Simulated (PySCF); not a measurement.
Cl5Sb (SMILES [Cl][Sb]([Cl])([Cl])([Cl])[Cl]), singlet, geometry from GFN2-xTB (all electrons, no relativity). Base run: B3LYP/3-21G in PySCF.

Here is a job for PySCF.
```python
from pyscf import gto, scf, dft

mol = gto.Mole()
mol.atom = '''
    Sb   -0.00000000    0.00000000   -0.00000000
    Cl    1.96949773   -0.36395964   -1.23270781
    Cl    1.00843566   -1.01938883    1.91215478
    Cl   -1.00843566    1.01938883   -1.91215478
    Cl   -1.69224415   -1.63303023    0.02187406
    Cl   -0.27725357    1.99698987    1.21083376
'''
mol.basis = '3-21g'
mol.verbose = 3
mol.build()

mf = dft.RKS(mol)
mf.xc = 'b3lyp'
mf.kernel()
```

Each row names what was changed in the base input (with any setting that the change needs).

```
change                                      E (Eh)  HOMO (eV)  HOMO-LUMO gap (eV)  core-seconds (rough)
-------------------------------------  -----------  ---------  ------------------  --------------------
base                                   -8578.35675      -9.42                3.81                     7
functional = mn15                              [?]        [?]                 [?]                    10
functional = lc_wpbe                   -8576.94197     -12.75                9.06                    20
functional = blyp                      -8578.24079      -7.99                2.14                     7
functional = m06l                              [?]        [?]                 [?]                    10
functional = bhandhlyp                         [?]        [?]                 [?]                     8
functional = mn12l                     -8573.58538      -9.21                3.03                    10
functional = bp86                      -8578.99242      -8.36                2.18                     7
functional = hse06                     -8577.12726      -9.40                3.53                    20
functional = o3lyp                     -8579.82854      -8.92                3.20                     7
functional = x3lyp                             [?]        [?]                 [?]                     8
functional = m062x                     -8578.51749     -11.21                6.66                    10
functional = pbe; dispersion = d3zero  -8576.75787      -8.25                2.21                     7
```

**Question.** Fill in the missing entries.

**Answer.** 
- functional = mn15, E (Eh): -8576.73604
- functional = mn15, HOMO (eV): -10.54
- functional = mn15, HOMO-LUMO gap (eV): 5.47
- functional = m06l, E (Eh): -8578.09780
- functional = m06l, HOMO (eV): -8.75
- functional = m06l, HOMO-LUMO gap (eV): 2.43
- functional = bhandhlyp, E (Eh): -8578.29579
- functional = bhandhlyp, HOMO (eV): -11.12
- functional = bhandhlyp, HOMO-LUMO gap (eV): 6.41
- functional = x3lyp, E (Eh): -8577.95662
- functional = x3lyp, HOMO (eV): -9.47
- functional = x3lyp, HOMO-LUMO gap (eV): 3.96

Total energies compare only within one method and basis.
